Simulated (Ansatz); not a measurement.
Spin states of the cluster Mg4 (the lowest singlet isomer of a short search), each relaxed with r2SCAN/def2-TZVP in Ansatz. Electronic energies in the gas phase.

LC-ωPBE has ω = 0.4 bohr⁻¹. Correlated methods freeze 4 core orbitals; core or outer-core shells of Mg are correlated, in sets that lack core-valence functions. In CCSD on the charge 0 quintet the largest single amplitude is 0.48, so its Hartree–Fock determinant may place the open shell otherwise than the density functionals do. The structure comes from a short search, and lower isomers may exist.

Singlet geometry (Td within 0.1 Å):

Cartesian coordinates in Å:
```
Mg -0.074 0.927 -1.606
Mg -1.603 -0.895 0.272
Mg 0.286 1.194 1.392
Mg 1.392 -1.227 -0.058
```

Triplet geometry (D2h within 0.1 Å):

```tsv
atom	x (Å)	y (Å)	z (Å)
Mg1	1.1325	0.9254	0.4191
Mg2	-1.2448	1.9626	-0.9702
Mg3	-1.1151	-0.9310	-0.4521
Mg4	1.2274	-1.9570	1.0032
```

Quintet geometry (C2h within 0.1 Å):

```xyz
4

Mg   -1.384   -0.081    0.398
Mg    1.384    0.084   -0.398
Mg   -0.847   -0.504   -2.394
Mg    0.847    0.502    2.395
```

⟨S²⟩: triplet 2.04 at PBE0/def2-TZVP (pure 2.00), quintet 6.03 at PBE0/def2-TZVP (pure 6.00).

Run but left out: HF/STO-3G (singlet: restricted singlet, unstable in another Hartree–Fock run and untested here); HF/def2-TZVP, HF/def2-TZVPP (singlet: restricted singlet, unstable towards broken spin symmetry); MP2/def2-TZVP, MP2/def2-TZVPP (triplet: ⟨S²⟩ 2.52, where a pure state has 2.00); GFN1-xTB, GFN2-xTB (tight binding far off the other levels); MP2/def2-TZVP, MP2/def2-TZVPP (quintet: ⟨S²⟩ 6.29, where a pure state has 6.00).

Only these spin states were relaxed. The triplet has other bonds than the singlet, so the gap mixes isomer and spin. The quintet has other bonds than the singlet, so the gap mixes isomer and spin.

```tsv
level	triplet − singlet (kcal/mol)	quintet − singlet (kcal/mol)	lowest of these	remarks
revPBE/def2-TZVP	26.0	57.6	singlet	–
r2SCAN/def2-TZVP	22.8	49.8	singlet	–
B97M-V/def2-TZVP	27.4	58.6	singlet	–
PBE0/def2-TZVP	27.2	58.2	singlet	–
LC-ωPBE/def2-TZVP	25.8	51.6	singlet	spin-contaminated (⟨S²⟩ 2.13) (triplet)
PBE-QIDH/def2-TZVP	29.6	60.6	singlet	–
RPA@PBE/def2-TZVP	29.3	63.3	singlet	–
CCSD(T)/def2-TZVPP	30.7	64.5	singlet	large T1 (0.066) (quintet), restricted SCF unstable (singlet), spin-contaminated (⟨S²⟩ 2.52) (triplet), spin-contaminated (⟨S²⟩ 6.29) (quintet)
```
